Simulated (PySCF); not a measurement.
# Computed vibrations of [NdOCl]−

[NdOCl]− (singlet in the valence; each metal's 4f electrons, 4 of them, lie in its core potential, out of spins and levels). PySCF 2.14.0, RKS PBE0, Nd lcecp-0-SVP with ECP50, O def2-SVP, Cl def2-SVP; non-relativistic Hamiltonian with scalar-relativistic core potentials where named; density fitting; no spin-orbit coupling. Central differences of gradients.

```xyz
3

Nd    0.3208    0.0000   -0.2992
O     2.1221    0.0000    0.6011
Cl   -2.2723    0.0000    0.9392
```

Run from Python with OMP_NUM_THREADS=2. Where DIIS fails, smearing, a level shift and second-order steps follow.
It took 17 s on 2 threads of Arm Neoverse V1, with other jobs on the host.

Task: What are the harmonic wavenumbers and infrared intensities?

Result: Modes are labelled in Cs; negative numbers are unstable modes, those under 60 cm⁻¹ near the noise; a finer grid moves soft modes by up to 10 cm⁻¹.
```json
{"cm⁻¹": "90", "km/mol": "39.8", "symmetry": "a'"}
{"cm⁻¹": "212", "km/mol": "51.3", "symmetry": "a'"}
{"cm⁻¹": "628", "km/mol": "213.9", "symmetry": "a'"}
```

Task: Is this a minimum?

Result: Yes. Ideal gas at 298.15 K and 1 bar: S = 323.5 J/(mol K), Cp = 53.1 J/(mol K), H − H(0 K) = 13.7 kJ/mol (rigid rotor, harmonic modes, spin degeneracy alone, that of the 4f electrons in the core included).

An lcecp potential fixes the number of 4f electrons, so in runs with it no electron can move into or out of that shell; real Nd(II) is rare or takes another configuration.
